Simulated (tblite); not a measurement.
C₃H₁₀OSi₂.
Atom-mapped SMILES: `[CH2:1]=[CH:2][Si@@H:3]([SiH3:4])[O:5][CH3:6]` (hydrogens: H7, H8 on C1; H9 on C2; H10 on Si3; H11, H12, H13 on Si4; H14, H15, H16 on C6)

Computed with GFN2-xTB (tblite), gas phase: L-BFGS steps from a force-field or distance-geometry start until the largest atomic force falls under 0.01 eV/Å.

Step 13: E = -517.7866 eV
```
atom  x, y, z in Å  |  force x, y, z in eV/Å
C1      2.7997   -0.0445   -0.4138   -0.045   0.040   0.017
C2      1.6322   -0.3755   -0.9414    0.030  -0.028   0.075
Si3     0.1845   -0.4589    0.2514   -0.133   0.161   0.186
Si4    -0.3536    1.6963    0.9323   -0.001   0.094   0.028
O5     -1.1468   -1.1035   -0.4432    0.164  -0.099  -0.155
C6     -2.3508   -1.1762    0.2474   -0.035   0.011  -0.073
H7      3.6995    0.1200   -0.9795    0.071  -0.069  -0.126
H8      2.8907    0.0902    0.6521    0.085   0.026   0.001
H9      1.5562   -0.5035   -2.0114   -0.104  -0.032   0.017
H10     0.5541   -1.3748    1.3568    0.038   0.067  -0.009
H11    -1.2013    2.4661   -0.0006    0.061  -0.120   0.042
H12    -1.0918    1.7505    2.2040    0.006  -0.019   0.004
H13     0.8508    2.5054    1.1247    0.030   0.029   0.019
H14    -2.6640   -0.1830    0.5732   -0.049   0.075   0.079
H15    -3.1041   -1.5794   -0.4200   -0.124  -0.114  -0.133
H16    -2.2629   -1.8201    1.1240    0.007  -0.024   0.029
```

Step 14: E = -517.7952 eV
```
atom  x, y, z in Å  |  force x, y, z in eV/Å
C1      2.8028   -0.0454   -0.4225    0.045   0.040   0.070
C2      1.6289   -0.3786   -0.9316    0.056  -0.037   0.035
Si3     0.1888   -0.4497    0.2665   -0.196   0.112   0.147
Si4    -0.3517    1.7011    0.9407   -0.008   0.176   0.095
O5     -1.1387   -1.0947   -0.4334    0.100  -0.122  -0.192
C6     -2.3520   -1.1791    0.2401   -0.033   0.003  -0.068
H7      3.6981    0.1182   -0.9955    0.056  -0.091  -0.165
H8      2.9147    0.0868    0.6410    0.044   0.062   0.044
H9      1.5453   -0.5220   -1.9974   -0.126  -0.005  -0.053
H10     0.5546   -1.3769    1.3555    0.067   0.031   0.090
H11    -1.2025    2.4682    0.0104    0.053  -0.113   0.006
H12    -1.0984    1.7681    2.2090    0.034  -0.040  -0.011
H13     0.8493    2.5189    1.1298    0.013   0.007   0.018
H14    -2.6756   -0.1884    0.5634   -0.053   0.061   0.095
H15    -3.0980   -1.5884   -0.4330   -0.083  -0.085  -0.167
H16    -2.2732   -1.8293    1.1131    0.031   0.004   0.056
```

Step 15: E = -517.8043 eV
```
atom  x, y, z in Å  |  force x, y, z in eV/Å
C1      2.8072   -0.0457   -0.4314    0.120   0.020   0.082
C2      1.6258   -0.3821   -0.9196    0.060  -0.031   0.006
Si3     0.1905   -0.4367    0.2858   -0.189   0.020   0.045
Si4    -0.3493    1.7098    0.9521   -0.009   0.215   0.149
O5     -1.1290   -1.0871   -0.4256   -0.020  -0.116  -0.159
C6     -2.3539   -1.1826    0.2304   -0.026  -0.017  -0.060
H7      3.6971    0.1139   -1.0163    0.010  -0.116  -0.171
H8      2.9429    0.0845    0.6295    0.003   0.100   0.060
H9      1.5300   -0.5430   -1.9819   -0.131   0.031  -0.063
H10     0.5565   -1.3779    1.3556    0.083   0.004   0.186
H11    -1.2027    2.4677    0.0225    0.023  -0.080  -0.052
H12    -1.1052    1.7867    2.2146    0.050  -0.053   0.003
H13     0.8484    2.5343    1.1358    0.009  -0.004   0.022
H14    -2.6890   -0.1936    0.5534   -0.034  -0.007   0.074
H15    -3.0925   -1.5998   -0.4500   -0.001  -0.024  -0.160
H16    -2.2842   -1.8395    1.1012    0.051   0.057   0.036
```

Step 16: E = -517.8128 eV
```
atom  x, y, z in Å  |  force x, y, z in eV/Å
C1      2.8124   -0.0452   -0.4381    0.141  -0.016   0.049
C2      1.6238   -0.3849   -0.9076    0.036  -0.013  -0.003
Si3     0.1883   -0.4236    0.3039   -0.110  -0.084  -0.065
Si4    -0.3469    1.7216    0.9651   -0.005   0.172   0.147
O5     -1.1209   -1.0831   -0.4219   -0.122  -0.076  -0.083
C6     -2.3561   -1.1863    0.2200   -0.017  -0.037  -0.048
H7      3.6962    0.1069   -1.0379   -0.045  -0.134  -0.139
H8      2.9689    0.0847    0.6204   -0.028   0.128   0.043
H9      1.5127   -0.5613   -1.9678   -0.109   0.069  -0.015
H10     0.5600   -1.3771    1.3584    0.073   0.004   0.235
H11    -1.2022    2.4644    0.0318   -0.015  -0.029  -0.106
H12    -1.1104    1.8013    2.2199    0.043  -0.049   0.053
H13     0.8488    2.5481    1.1416    0.024   0.006   0.032
H14    -2.7008   -0.1984    0.5452   -0.006  -0.085   0.029
H15    -3.0883   -1.6105   -0.4675    0.080   0.041  -0.124
H16    -2.2930   -1.8476    1.0905    0.061   0.102  -0.004
```

Problem. Estimate the geometry and energy of step 17. (The exact step hangs on the optimiser's Hessian estimate; all steps are aligned on step 16, rigid shifts and turns removed.)

Solution. E = -517.8210 eV, largest force 0.233 eV/Å
```
atom  x, y, z in Å  |  force x, y, z in eV/Å
C1      2.8181   -0.0448   -0.4426    0.101  -0.060  -0.009
C2      1.6229   -0.3864   -0.8967   -0.007   0.009   0.005
Si3     0.1831   -0.4131    0.3177    0.005  -0.162  -0.130
Si4    -0.3447    1.7350    0.9787   -0.001   0.058   0.078
O5     -1.1161   -1.0826   -0.4219   -0.160  -0.015   0.000
C6     -2.3584   -1.1900    0.2100   -0.003  -0.046  -0.033
H7      3.6947    0.0973   -1.0585   -0.087  -0.138  -0.085
H8      2.9900    0.0881    0.6141   -0.043   0.141   0.002
H9      1.4950   -0.5745   -1.9555   -0.063   0.100   0.053
H10     0.5646   -1.3741    1.3648    0.037   0.034   0.228
H11    -1.2013    2.4591    0.0367   -0.041   0.020  -0.135
H12    -1.1135    1.8106    2.2256    0.020  -0.031   0.119
H13     0.8508    2.5593    1.1471    0.046   0.028   0.044
H14    -2.7096   -0.2036    0.5391    0.012  -0.133  -0.022
H15    -3.0848   -1.6190   -0.4841    0.127   0.085  -0.081
H16    -2.2985   -1.8522    1.0815    0.056   0.110  -0.035
```

The energy changes by -0.0082 eV. The first-order estimate −F·Δx gives -0.0113 eV and the mean of the old and new forces, exact on a quadratic surface, -0.0082 eV. The step makes an angle of 71° with the force vector and moves no atom by more than 0.025 Å.

What follows is the cost of the whole relaxation. On one thread, Arm Neoverse N1 (aarch64) (shared host), this took 1.1 s.
